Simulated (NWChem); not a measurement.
Molecule: BeGeH₄; SMILES [BeH][GeH3]

```xyz
6

Be    -0.0003    -1.8560     0.0021
H     -0.0007    -3.1958     0.0029
Ge    -0.0013     0.3541     0.0006
H      1.0930     0.9515    -0.9131
H     -1.3406     0.9485    -0.4919
H      0.2410     0.9524     1.4051
```
Atoms are numbered in this order, from 1.

The geometry was optimised at PBE0/def2-SVP.

Q: List the 4 lowest vertical singlet excitations and the 4 lowest triplet ones from PBE/def2-SVP, TDA (NWChem).

A: 
```tsv
state	energy (eV)	oscillator strength	leading excitation (squared amplitude)
S1	4.87	0.013	HOMO → LUMO (0.96)
S2	4.87	0.013	HOMO → LUMO+1 (0.96)
S3	5.91	0.000	HOMO−1 → LUMO (0.48)
S4	6.09	0.005	HOMO−2 → LUMO+1 (0.48)
T1	4.09	spin-forbidden	HOMO → LUMO (0.98)
T2	4.09	spin-forbidden	HOMO → LUMO+1 (0.98)
T3	5.36	spin-forbidden	HOMO−3 → LUMO (0.98)
T4	5.36	spin-forbidden	HOMO−3 → LUMO+1 (0.98)
```
